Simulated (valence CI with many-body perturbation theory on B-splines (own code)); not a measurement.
## Level structure of S III

Calculated by relativistic CI+MBPT: four valence electrons over a frozen Dirac-Fock core [Ne], radial functions for each j: 11 s, 11 p, 10 d, 8 f, 5 g, 2 h, with the one-electron correlation potential Σ1 (screened to all orders), the two-electron term Σ2, the three-electron term Σ3, Breit, model QED; selected single and double excitations, second order for the rest, scaled by the run's own slope (own B-spline code, finite nucleus).

Against 54 measured levels this calculation errs by 72 cm⁻¹ on average and by 255 at most. These come from a selection out of NIST levels in Podobedova, Kelleher and Wiese, J. Phys. Chem. Ref. Data 38, 171 (2009). Levels without a partner in it may be off by more. Among the levels kept, up to 1700 cm⁻¹ of a level comes from second order outside the variational space, and about a tenth of that is noise between levels of different J, which matters for small intervals. 2 measured levels below the end of the list, from 164141 cm⁻¹ on, found no clear computed partner, and computed levels of the same name lie up to 1873 cm⁻¹ from them.

Levels 136 to 180 of 198, with energies above the lowest level, 3s²3p² ³P_0. "Leading %" is the weight of the configuration and term that name the level; weights of strongly mixed levels are sums over their largest components and can fall short. Lifetimes count E1, E2, E3, M1 and M2 decay at the calculated energies, and are blank where another channel may lead or the interval is too uncertain; long ones can be off by a factor of two.

| No. | Configuration | Term | J | E (eV) | Leading % | Second component | Lifetime |
| --- | --- | --- | --- | --- | --- | --- | --- |
| 136 | 3s²3p6s | ³P° | 1 | 29.356 | 71 | 20 % 3s²3p6s ¹P° | 1.14 ns |
| 137 | 3s3p²3d | ³P | 1 | 29.360 | 57 | 16 % 3s²3d² ³P | 103 ps |
| 138 | 3s3p²3d | ³P | 2 | 29.370 | 58 | 17 % 3s²3d² ³P | 103 ps |
| 139 | 3s²3p5d | ¹F° | 3 | 29.396 | 90 |  | 2.14 ns |
| 140 | 3s²3p5d | ¹P° | 1 | 29.452 | 62 | 16 % 3s²3p6s ¹P° | 1.57 ns |
| 141 | 3s²3p6s | ³P° | 2 | 29.467 | 93 |  | 1.22 ns |
| 142 | 3s²3p6s | ¹P° | 1 | 29.515 | 54 | 24 % 3s²3p5d ¹P° | 1.12 ns |
| 143 | 3s3p²4p | ³S° | 1 | 29.520 | 88 |  | 1.85 ns |
| 144 | 3s²3p5f | ³F | 2 | 29.637 | 74 | 6 % 3s3p²3d ³F | 1.54 ns |
| 145 | 3s²3p5f | ³F | 3 | 29.646 | 69 | 6 % 3s²3p5f ³D | 1.54 ns |
| 146 | 3s²3p5f | ³F | 4 | 29.666 | 80 | 7 % 3s3p²3d ³F | 1.63 ns |
| 147 | 3s3p²4s | ³D | 1 | 29.666 | 58 | 13 % 3s3p²3d ³D | 376 ps |
| 148 | 3s3p²4s | ³D | 2 | 29.672 | 57 | 13 % 3s3p²3d ³D | 380 ps |
| 149 | 3s3p²4p | ⁵D° | 0 | 29.675 | 95 |  | 1.72 ns |
| 150 | 3s3p²4s | ³D | 3 | 29.679 | 55 | 11 % 3s3p²3d ³D | 401 ps |
| 151 | 3s3p²4p | ⁵D° | 1 | 29.686 | 95 |  | 1.72 ns |
| 152 | 3s3p²4p | ⁵D° | 2 | 29.710 | 95 |  | 1.72 ns |
| 153 | 3s3p²4p | ⁵D° | 3 | 29.746 | 95 |  | 1.71 ns |
| 154 | 3s3p²4p | ⁵D° | 4 | 29.795 | 95 |  | 1.71 ns |
| 155 | 3s²3p5f | ¹F | 3 | 29.819 | 41 | 34 % 3s²3p5f ³D | 380 ps |
| 156 | 3s²3p5f | ³D | 2 | 29.870 | 59 | 17 % 3s²3p5f ¹D | 572 ps |
| 157 | 3s²3p5g | ³G° | 4 | 29.879 | 36 | 30 % 3s²3p5g ¹G° | 2.75 ns |
| 158 | 3s²3p5g | ³G° | 3 | 29.882 | 66 | 16 % 3s²3p5g ¹F° | 2.75 ns |
| 159 | 3s²3p5g | ³G° | 5 | 29.882 | 48 | 25 % 3s²3p5g ³H° | 2.78 ns |
| 160 | 3s²3p5f | ³D | 3 | 29.883 | 42 | 33 % 3s²3p5f ¹F | 405 ps |
| 161 | 3s²3p5g | ³H° | 4 | 29.883 | 46 | 26 % 3s²3p5g ¹G° | 2.76 ns |
| 162 | 3s3p²3d | ¹P | 1 | 29.888 | 58 | 27 % 3s²3p6p ¹P | 222 ps |
| 163 | 3s²3p5f | ³D | 1 | 29.898 | 75 | 5 % 3s²3p6p ³D | 451 ps |
| 164 | 3s²3p5f | ¹G | 4 | 29.911 | 73 | 15 % 3s²3p5f ³G | 1.60 ns |
| 165 | 3s²3p5f | ¹D | 2 | 29.922 | 51 | 19 % 3s²3p5f ³D | 1.41 ns |
| 166 | 3s²3p6p | ¹D | 2 | 29.941 | 37 | 18 % 3s²3p5f ¹D | 392 ps |
| 167 | 3s²3p5f | ³G | 3 | 29.969 | 78 | 10 % 3s²3p5f ¹F | 537 ps |
| 168 | 3s²3p6p | ¹P | 1 | 29.971 | 46 | 28 % 3s3p²3d ¹P | 274 ps |
| 169 | 3s²3p5g | ³G° | 5 | 29.986 | 46 | 27 % 3s²3p5g ³H° | 2.78 ns |
| 170 | 3s²3p5g | ³H° | 4 | 29.988 | 47 | 26 % 3s²3p5g ¹G° | 2.76 ns |
| 171 | 3s²3p5g | ³F° | 4 | 30.007 | 66 | 16 % 3s²3p5g ³G° | 2.84 ns |
| 172 | 3s²3p5g | ¹F° | 3 | 30.009 | 37 | 29 % 3s²3p5g ³F° | 2.85 ns |
| 173 | 3s²3p5f | ³G | 4 | 30.011 | 74 | 16 % 3s²3p5f ¹G | 669 ps |
| 174 | 3s²3p5g | ³H° | 6 | 30.021 | 94 |  | 2.85 ns |
| 175 | 3s²3p5g | ¹H° | 5 | 30.022 | 52 | 42 % 3s²3p5g ³H° | 2.89 ns |
| 176 | 3s²3p6p | ³D | 1 | 30.028 | 53 | 18 % 3s²3p6p ³P | 1.56 ns |
| 177 | 3s²3p5f | ³G | 5 | 30.036 | 90 |  | 570 ps |
| 178 | 3s²3p5g | ³F° | 3 | 30.040 | 53 | 41 % 3s²3p5g ¹F° | 2.92 ns |
| 179 | 3s²3p5g | ³F° | 2 | 30.040 | 94 |  | 2.90 ns |
| 180 | 3s²3p6p | ³P | 0 | 30.068 | 88 |  | 6.01 ns |

Names give the largest LS component (configuration and term), which can be under half, so a name can repeat, a term be missing and a line seem to break the LS rules; names also repeat where a configuration has a term twice.

Where two levels of one J and parity lie close, their mixing, g and order are uncertain.
